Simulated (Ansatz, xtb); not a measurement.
Breaking a bond: CBe, lowest singlet found (which spin is the ground state isn't settled by this scan).

Computed with: GFN1-xTB (xtb); FCI = full CI/aug-cc-pVDZ, frozen core (Ansatz, an electronic-structure program).

Energies relative to the lowest point of each curve between 1.44 and 2.04 Å, where full CI is lowest, in eV:

| R / Å | GFN1-xTB |
|---|---|
| 1.35 | 0.184 |
| 1.44 | 0.000 |
| 1.51 | 0.024 |
| 1.57 | 0.017 |
| 1.64 | 0.085 |
| 1.70 | 0.200 |
| 1.73 | 0.270 |
| 1.78 | 0.401 |
| 1.87 | 0.664 |
| 1.95 | 0.908 |
| 2.04 | 1.181 |

Task: Predict the corresponding FCI column.

Result: 1.35: 1.788; 1.44: 0.861; 1.51: 0.422; 1.57: 0.189; 1.64: 0.043; 1.70: 0.000; 1.73: 0.001; 1.78: 0.028; 1.87: 0.139; 1.95: 0.283; 2.04: 0.474 (eV).

The scan ran from 1.24 to 5.83 Å; beyond the distances shown full CI changes its symmetry label. Also computed but left out beside FCI, since their determinant holds another spin at the minimum (<S²> over 0.7 above the pure value): UHF, UMP2, UCCSD, UCCSD(T), UKS-B3LYP, UKS-PBE, UKS-B3LYP/6-31G*, UHF/STO-3G, UKS-LDA (SVWN5)/6-31G*, UHF/6-31G*.
